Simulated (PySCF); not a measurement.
B3LYP has the VWN-RPA correlation part, as in Gaussian. Delta-SCF ions had no search for a lower state. Excitations are Tamm–Dancoff values on a coarser integration grid. The basis has no diffuse functions, so Rydberg states are missing or too high.

# C2H6OSi, SMILES `COC=[SiH2]` (C–O–C–Si torsion 0°) (charge 0, multiplicity 1)

Level of theory: PySCF with B3LYP-D3(BJ)/def2-TZVP.

```yaml
HOMO: -5.52 eV
dipole_moment: 1.15 D
HOMO–LUMO gap: 4.59 eV
LUMO: -0.93 eV
S1 excitation (TDA): 5.16 eV
S1 oscillator strength: 0.019
brightest of the four lowest singlets (TDA): 5.19 eV
T1 excitation (TDA): 2.43 eV
S1–T1 gap (TDA): 2.72 eV
vertical ionisation energy (Delta-SCF): 7.76 eV
total_energy: -12097.26 eV
cost: roughly 90 core-seconds
```

```xyz
10

C     -1.2480    -0.6221    -0.5818
O     -0.9139     0.7532    -0.6021
C      0.2598     1.0752    -0.0170
Si     1.4621     0.1043     0.7743
H     -2.2069    -0.7266    -1.0830
H     -0.4850    -1.2073    -1.1077
H     -1.3247    -0.9802     0.4512
H      0.4332     2.1452    -0.0788
H      1.3878    -1.3531     0.9441
H      2.6355     0.8113     1.3008
```
